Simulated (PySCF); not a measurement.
# Computed properties of C2H6GeN2, SMILES N1=[CH][Ge@@H]([CH2]1)[NH2]

C2H6GeN2, SMILES [NH2][Ge@H]1[CH]=N[CH2]1. Geometry: TPSSh-D3(BJ)/def2-SVP. The structure was generated by enumeration; whether it is a known compound was not checked. One conformer was computed; it need not be the lowest. All values are computed for the isolated molecule unless a solvent is named; none is compared with measurement here.

**Structure.** All 27 harmonic modes at TPSSh-D3(BJ)/def2-SVP (PySCF) are real, so it is a minimum. With heavy atoms numbered as in [NH2:1][Ge@H:2]1[CH:3]=[N:4][CH2:5]1, the shortest bond between them is C3–N4 at 1.286 Å and the longest Ge2–C5 at 2.022 Å.

**Vibrations.** The strongest infrared lines (harmonic, unscaled, degenerate partners summed) lie at 2111 cm⁻¹ (184 km/mol, H 99 %), 450 cm⁻¹ (178 km/mol, H 71 %, N 25 %), 699 cm⁻¹ (56 km/mol, N 58 %, H 23 %, Ge 17 %). The softest mode is at 103 cm⁻¹ and the zero-point energy is 50.4 kcal/mol.

**Electronic structure.** HF/def2-TZVP (PySCF) places the frontier levels at -9.99 and 2.81 eV, a gap of 12.80 eV, and gives a dipole moment of 2.71 D and a mean polarisability of 61.6 bohr³. PBE/def2-TZVP (PySCF) at the same geometry gives -5.46 and -1.81 eV, so its gap is 9.15 eV narrower. An orbital gap is neither the optical nor the fundamental gap.

**Excitations.** TDDFT-B3LYP/def2-SVPD (PySCF) has S1 at 4.17 eV (297 nm, f = 0.001, dark); the most intense of the 10 singlets computed lies at 7.00 eV (f = 0.04). T1 (TDA) is at 3.42 eV. TDDFT-PBE/def2-SVPD (PySCF) puts S1 at 3.93 eV. No vertical singlet excitation falls in the visible range (under 3.1 eV).

**NMR.** GIAO shifts at B3LYP/pcSseg-1 (PySCF) (non-relativistic, atoms alike by connectivity averaged): ¹³C from 77.4 to 199.3 ppm against TMS; ¹H from 1.3 to 8.6 ppm against TMS.
